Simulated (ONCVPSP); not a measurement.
Which change was made? (Re, ONCV)

ONCVPSP 4.0.1 input, shortened (lines: element, Z, core and valence counts, functional; n l f; lmax; l rc ep ncon nbas qcut; lloc lpopt rc5 dvloc0; l nproj debl; icmod fcfact rcfact), PBE, scalar-relativistic:

```
  Re 75.00   10    4        4      upf
    1    0    2.00
    2    0    2.00
    2    1    6.00
    3    0    2.00
    3    1    6.00
    3    2   10.00
    4    0    2.00
    4    1    6.00
    4    2   10.00
    4    3   14.00
    5    0    2.00
    5    1    6.00
    5    2    5.00
    6    0    2.00
    2
    0    1.80    0.00    4    8    7.80
    1    1.15    0.00    3    7    6.40
    2    2.40    0.00    4    9    6.20
    4    5    1.10    3.00
    0    2    2.40
    1    2    1.70
    2    2    1.90
    1    0.50    0.00
```

In the p channel the program set the typed energies aside and used -1.728, 0.250 Ha.

Cutoffs, loose and tight: the cutoffs (Ha) at which the residual kinetic energy of the hardest occupied pseudo-wave falls to 1 and 0.1 mHa per electron. They do not see the model core or the augmentation charge, which bear on the density cutoff. Test errors are all-electron minus pseudo excitation energies from the reference, over the configurations 5s2 5p6 5d5 6s1; 5s2 5p6 5d5 6s0; 5s2 5p6 5d4 6s0; 5s2 5p6 5d5 6s0 6p1; variants that change the core or the reference have their own tests.

The base gives: outcome: generated, projector energies reset by the program; cutoff, loose: 108 Ha; cutoff, tight: 172 Ha; bound ghosts: none; GHOST(+) flags above zero: s; largest test error (meV): -28.

(1) After one change the result is: outcome: generated, projector energies reset by the program; cutoff, loose: 125 Ha; cutoff, tight: 196 Ha; bound ghosts: none; GHOST(+) flags above zero: s, p, d; largest test error (meV): -27. Which change was it?
A. all radii but the core radius scaled by about 0.93 (s 1.68, p 1.06, d 2.22 bohr); local potential polynomial inside 1.02 bohr (lpopt 5, dvloc0 3 Ha)
B. all radii but the core radius scaled by about 1.27 (s 2.30, p 1.46, d 3.06 bohr); local potential polynomial inside 1.40 bohr (lpopt 5, dvloc0 3 Ha)
C. all radii but the core radius scaled by about 0.81 (s 1.46, p 0.94, d 1.94 bohr); local potential polynomial inside 0.88 bohr (lpopt 5, dvloc0 3 Ha)
D. all radii but the core radius scaled by about 1.10 (s 1.98, p 1.26, d 2.64 bohr); local potential polynomial inside 1.22 bohr (lpopt 5, dvloc0 3 Ha)

Results:

(1) A. The others give: all radii but the core radius scaled by about 1.10 (s 1.98, p 1.26, d 2.64 bohr); local potential polynomial inside 1.22 bohr (lpopt 5, dvloc0 3 Ha) → outcome: generated, projector energies reset by the program; cutoff, loose: 62 Ha; cutoff, tight: 136 Ha; bound ghosts: none; GHOST(+) flags above zero: s; largest test error (meV): -30 | all radii but the core radius scaled by about 0.81 (s 1.46, p 0.94, d 1.94 bohr); local potential polynomial inside 0.88 bohr (lpopt 5, dvloc0 3 Ha) → outcome: failed: oncvpsp: lschvkbb ERROR 1 0 100 | all radii but the core radius scaled by about 1.27 (s 2.30, p 1.46, d 3.06 bohr); local potential polynomial inside 1.40 bohr (lpopt 5, dvloc0 3 Ha) → outcome: generated, projector energies reset by the program; cutoff, loose: 17 Ha; cutoff, tight: 69 Ha; bound ghosts: none; GHOST(+) flags above zero: none; largest test error (meV): -33.
